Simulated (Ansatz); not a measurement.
A short molecular-dynamics run on `B1OCO1`.

```yaml
crystal:
  periodic: [false, false, false]
  atoms:
    - {symbol: B, position_ang: [-0.809559, 0.395900, -0.554864]}
    - {symbol: O, position_ang: [-0.617020, 0.250902, 0.804902]}
    - {symbol: C, position_ang: [0.629328, -0.317312, 0.409302]}
    - {symbol: O, position_ang: [0.385243, -0.146765, -0.985004]}
    - {symbol: H, position_ang: [-1.720612, 0.847478, -1.165338]}
    - {symbol: H, position_ang: [0.712430, -1.369546, 0.689612]}
    - {symbol: H, position_ang: [1.481490, 0.271343, 0.755690]}
basis:
  gaussian: {orbitals: "6-31G*"}
hamiltonian: {xc: {name: r2SCAN}}
md: {timestep: 0.5 fs, n_steps: 20, ensemble: nvt_langevin, temperature: 1000, initial_velocities: maxwell_boltzmann, friction: 0.01, seed: 785}
```

```sh
$ ansatz run in.yaml --threads 2 --pin off --events-out ev --progress --plain --max-ram 4352MiB
```

```
step  time (fs)  potential energy (eV)  kinetic (eV)  T (K)  conserved (eV)
   0        0.0             -5854.1209        0.7756    857               –
   1        0.5             -5854.1105        0.7611    841               –
   2        1.0             -5854.0768        0.7487    827               –
   3        1.5             -5854.0271        0.7751    857               –
   4        2.0             -5853.9707        0.7294    806               –
   5        2.5             -5853.9133        0.7037    778               –
   6        3.0             -5853.8601        0.6342    701               –
   7        3.5             -5853.8108        0.5720    632               –
   8        4.0             -5853.7584        0.5591    618               –
   9        4.5             -5853.7028        0.4710    521               –
  10        5.0             -5853.6458        0.4050    448               –
  11        5.5             -5853.5904        0.3345    370               –
  12        6.0             -5853.5404        0.2685    297               –
  13        6.5             -5853.4988        0.2589    286               –
  14        7.0             -5853.4699        0.2000    221               –
  15        7.5             -5853.4590        0.2096    232               –
  16        8.0             -5853.4650        0.2123    235               –
  17        8.5             -5853.4827        0.2236    247               –
  18        9.0             -5853.5101        0.2518    278               –
  19        9.5             -5853.5483        0.2578    285               –
  20       10.0             -5853.5942        0.2628    290               –
```

Velocities are drawn at the set temperature; a run this short doesn't reach equilibrium.

Frames (Å, forces in eV/Å):

```xyz
7
time=0.0 fs
B    -0.810    0.396   -0.555   -0.173    0.086   -0.116
O    -0.617    0.251    0.805   -0.328    0.132    0.546
C     0.629   -0.317    0.409    0.163   -0.081    0.109
O     0.385   -0.147   -0.985    0.295   -0.116   -0.568
H    -1.721    0.847   -1.165   -0.065    0.032   -0.043
H     0.712   -1.370    0.690    0.008   -0.124    0.032
H     1.481    0.271    0.756    0.099    0.071    0.040
7
time=0.5 fs
B    -0.818    0.392   -0.549    0.309   -0.034   -0.412
O    -0.616    0.253    0.804   -0.319    0.207    0.675
C     0.632   -0.311    0.413   -0.334   -0.826   -0.212
O     0.388   -0.151   -0.991   -0.006    0.057   -0.121
H    -1.715    0.850   -1.167   -0.187    0.046   -0.059
H     0.703   -1.368    0.700    0.009    0.034   -0.046
H     1.480    0.250    0.762    0.528    0.514    0.176
7
time=1.0 fs
B    -0.826    0.389   -0.543    0.732   -0.126   -0.716
O    -0.615    0.256    0.804   -0.301    0.280    0.812
C     0.634   -0.304    0.416   -0.817   -1.516   -0.526
O     0.390   -0.154   -0.997   -0.272    0.215    0.311
H    -1.711    0.853   -1.168   -0.286    0.050   -0.063
H     0.695   -1.366    0.710    0.012    0.180   -0.121
H     1.479    0.229    0.770    0.932    0.917    0.304
7
time=1.5 fs
B    -0.834    0.385   -0.537    1.091   -0.190   -1.052
O    -0.613    0.258    0.803   -0.261    0.345    0.971
C     0.637   -0.298    0.420   -1.236   -2.080   -0.832
O     0.392   -0.158   -1.003   -0.512    0.359    0.737
H    -1.709    0.857   -1.168   -0.347    0.036   -0.044
H     0.686   -1.364    0.720    0.020    0.288   -0.185
H     1.483    0.210    0.778    1.245    1.241    0.405
7
time=2.0 fs
B    -0.842    0.382   -0.530    1.388   -0.238   -1.408
O    -0.612    0.261    0.803   -0.208    0.407    1.136
C     0.640   -0.292    0.424   -1.515   -2.472   -1.088
O     0.394   -0.162   -1.010   -0.730    0.492    1.147
H    -1.709    0.859   -1.170   -0.370    0.007    0.000
H     0.679   -1.360    0.729    0.029    0.350   -0.236
H     1.490    0.194    0.787    1.407    1.453    0.450
7
time=2.5 fs
B    -0.850    0.378   -0.523    1.650   -0.283   -1.739
O    -0.611    0.263    0.803   -0.134    0.463    1.282
C     0.644   -0.287    0.427   -1.656   -2.692   -1.259
O     0.395   -0.166   -1.016   -0.917    0.610    1.528
H    -1.710    0.860   -1.171   -0.391   -0.019    0.043
H     0.671   -1.355    0.739    0.043    0.367   -0.281
H     1.501    0.180    0.797    1.405    1.554    0.425
7
time=3.0 fs
B    -0.858    0.375   -0.517    1.873   -0.314   -2.030
O    -0.611    0.266    0.803   -0.038    0.506    1.406
C     0.648   -0.283    0.430   -1.631   -2.760   -1.323
O     0.396   -0.169   -1.022   -1.075    0.701    1.876
H    -1.711    0.861   -1.172   -0.408   -0.043    0.079
H     0.663   -1.350    0.749    0.065    0.374   -0.332
H     1.515    0.168    0.807    1.214    1.537    0.324
7
time=3.5 fs
B    -0.865    0.372   -0.512    2.030   -0.312   -2.325
O    -0.610    0.269    0.803    0.058    0.536    1.530
C     0.651   -0.280    0.432   -1.429   -2.704   -1.298
O     0.397   -0.173   -1.027   -1.214    0.762    2.185
H    -1.714    0.862   -1.172   -0.394   -0.084    0.132
H     0.656   -1.345    0.761    0.084    0.372   -0.384
H     1.533    0.160    0.817    0.865    1.430    0.161
7
time=4.0 fs
B    -0.872    0.368   -0.506    2.146   -0.291   -2.627
O    -0.609    0.272    0.803    0.151    0.559    1.662
C     0.654   -0.278    0.434   -1.130   -2.585   -1.239
O     0.399   -0.176   -1.033   -1.342    0.805    2.462
H    -1.717    0.864   -1.173   -0.354   -0.139    0.203
H     0.650   -1.340    0.773    0.100    0.371   -0.434
H     1.553    0.153    0.824    0.430    1.279   -0.027
7
time=4.5 fs
B    -0.878    0.365   -0.502    2.239   -0.264   -2.892
O    -0.608    0.275    0.803    0.238    0.581    1.770
C     0.657   -0.276    0.437   -0.783   -2.401   -1.177
O     0.400   -0.180   -1.037   -1.463    0.838    2.702
H    -1.722    0.865   -1.175   -0.302   -0.197    0.277
H     0.646   -1.335    0.783    0.116    0.333   -0.463
H     1.576    0.149    0.830   -0.045    1.110   -0.217
7
time=5.0 fs
B    -0.884    0.362   -0.498    2.305   -0.232   -3.106
O    -0.607    0.278    0.803    0.306    0.604    1.850
C     0.660   -0.274    0.439   -0.406   -2.144   -1.122
O     0.402   -0.183   -1.041   -1.573    0.864    2.905
H    -1.727    0.867   -1.175   -0.245   -0.255    0.343
H     0.641   -1.327    0.793    0.135    0.229   -0.467
H     1.597    0.147    0.836   -0.522    0.934   -0.403
7
time=5.5 fs
B    -0.888    0.358   -0.495    2.334   -0.186   -3.264
O    -0.606    0.281    0.803    0.351    0.624    1.888
C     0.661   -0.273    0.441   -0.053   -1.864   -1.070
O     0.404   -0.186   -1.045   -1.670    0.880    3.077
H    -1.734    0.868   -1.173   -0.179   -0.315    0.396
H     0.635   -1.319    0.802    0.163    0.097   -0.456
H     1.617    0.148    0.842   -0.947    0.763   -0.570
7
time=6.0 fs
B    -0.892    0.354   -0.493    2.316   -0.121   -3.387
O    -0.605    0.284    0.804    0.403    0.624    1.891
C     0.663   -0.272    0.443    0.190   -1.625   -1.019
O     0.405   -0.189   -1.048   -1.749    0.881    3.215
H    -1.744    0.867   -1.169   -0.088   -0.382    0.453
H     0.631   -1.312    0.809    0.191   -0.004   -0.454
H     1.632    0.150    0.847   -1.263    0.626   -0.698
7
time=6.5 fs
B    -0.895    0.349   -0.490    2.265   -0.044   -3.486
O    -0.604    0.287    0.805    0.461    0.607    1.872
C     0.666   -0.272    0.444    0.318   -1.453   -0.988
O     0.407   -0.190   -1.050   -1.813    0.863    3.331
H    -1.755    0.864   -1.165    0.023   -0.454    0.517
H     0.628   -1.308    0.818    0.211   -0.054   -0.470
H     1.644    0.152    0.850   -1.465    0.536   -0.777
7
time=7.0 fs
B    -0.897    0.344   -0.488    2.231    0.019   -3.510
O    -0.602    0.290    0.807    0.503    0.582    1.820
C     0.668   -0.273    0.446    0.387   -1.330   -0.962
O     0.408   -0.191   -1.051   -1.866    0.831    3.421
H    -1.766    0.861   -1.160    0.108   -0.508    0.553
H     0.626   -1.306    0.827    0.227   -0.068   -0.500
H     1.653    0.152    0.851   -1.590    0.474   -0.822
7
time=7.5 fs
B    -0.899    0.340   -0.487    2.227    0.069   -3.446
O    -0.600    0.292    0.809    0.517    0.549    1.723
C     0.670   -0.275    0.447    0.395   -1.218   -0.935
O     0.409   -0.192   -1.052   -1.908    0.785    3.475
H    -1.775    0.856   -1.153    0.163   -0.542    0.559
H     0.624   -1.305    0.836    0.240   -0.072   -0.535
H     1.656    0.154    0.850   -1.635    0.428   -0.842
7
time=8.0 fs
B    -0.901    0.334   -0.487    2.263    0.108   -3.314
O    -0.597    0.294    0.811    0.505    0.503    1.599
C     0.671   -0.277    0.448    0.349   -1.049   -0.945
O     0.410   -0.193   -1.052   -1.945    0.729    3.495
H    -1.783    0.851   -1.145    0.187   -0.559    0.542
H     0.625   -1.304    0.843    0.245   -0.129   -0.543
H     1.656    0.157    0.848   -1.604    0.398   -0.834
7
time=8.5 fs
B    -0.903    0.330   -0.486    2.342    0.127   -3.125
O    -0.593    0.297    0.813    0.468    0.449    1.462
C     0.673   -0.280    0.449    0.283   -0.798   -0.992
O     0.411   -0.194   -1.051   -1.974    0.665    3.485
H    -1.789    0.845   -1.136    0.172   -0.554    0.499
H     0.626   -1.301    0.847    0.239   -0.266   -0.515
H     1.653    0.160    0.845   -1.531    0.378   -0.813
7
time=9.0 fs
B    -0.905    0.325   -0.486    2.450    0.132   -2.882
O    -0.589    0.299    0.815    0.412    0.394    1.300
C     0.674   -0.283    0.449    0.181   -0.556   -1.054
O     0.411   -0.193   -1.050   -1.999    0.592    3.449
H    -1.795    0.837   -1.128    0.128   -0.529    0.437
H     0.629   -1.298    0.849    0.231   -0.411   -0.482
H     1.647    0.164    0.840   -1.403    0.378   -0.767
7
time=9.5 fs
B    -0.906    0.320   -0.487    2.566    0.122   -2.594
O    -0.586    0.301    0.818    0.354    0.337    1.119
C     0.676   -0.286    0.449    0.014   -0.425   -1.106
O     0.410   -0.192   -1.049   -2.017    0.519    3.386
H    -1.800    0.827   -1.118    0.061   -0.487    0.352
H     0.632   -1.297    0.852    0.225   -0.480   -0.471
H     1.638    0.168    0.832   -1.203    0.414   -0.685
7
time=10.0 fs
B    -0.907    0.317   -0.488    2.669    0.097   -2.289
O    -0.582    0.303    0.821    0.304    0.271    0.936
C     0.677   -0.288    0.448   -0.197   -0.309   -1.161
O     0.410   -0.191   -1.046   -2.021    0.453    3.292
H    -1.805    0.816   -1.107   -0.014   -0.433    0.259
H     0.636   -1.297    0.852    0.215   -0.547   -0.451
H     1.628    0.172    0.822   -0.956    0.468   -0.585
```

Hardware: 2 threads of an Arm Neoverse V1 on a shared host. Wall time 31 s, peak host memory 0.32 GiB.
